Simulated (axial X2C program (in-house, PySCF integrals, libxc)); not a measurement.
# Worked dissociation energy of RuB: B97-3, without spin–orbit coupling

Computed with an in-house relativistic program for diatomic molecules. Spin-free means the one-electron spin-free X2C Hamiltonian. Basis: Ru dyall-cv3z [12s12p8d5f3g], B dyall-v3z [7s6p2d1f] (cores contracted in-house); Gaussian nuclei, density fitting, unrestricted open shells. Masses: Ru 101.904 u, B 11.009 u.

Molecular state: M_S = 1/2, Λ = 2 (beyond evenly filled blocks: δ+α, δ+β, δ-α).

- E(Ru) (2M_S = 4, M_L = 2): -4530.067410 hartree
- E(B) (2M_S = 1, M_L = 0): -24.661444 hartree
- E(RuB) at Re: -4554.900987 hartree
- ωe: 966.5 cm⁻¹
- ωexe: 5.61 cm⁻¹

**Question.** Work out De and D0.

**Answer.** De = -4530.067410 + (-24.661444) − (-4554.900987) = 0.17213 hartree = 4.684 eV. The zero-point energy is ωe/2 − ωexe/4 = 482 cm⁻¹ = 0.060 eV, so D0 = 4.624 eV.

Occupations by symmetry block were frozen at the best pattern of an incomplete PBE0 search. De is counted from the lowest determinant-based energies of the atoms at the same level, without counterpoise correction. Other states lie close and PBE0, whose exact exchange favours high spin, may order them wrongly; the determinant shown need not be the ground state. The nearest other spin-free determinant of the search, M_S = 3/2, Λ = 0, lies 0.39 eV up at the distance of the search. The functionals have no current-density term, which raises determinants with orbital currents, atoms included. The determinant is spin-polarised beyond a pure state at some levels (its spin-free form has ⟨S²⟩ too high), which makes Re and μ there less reliable.

Each atomic determinant is the lowest at this level and need not be a pure term. Totals compare only within one Hamiltonian and basis.
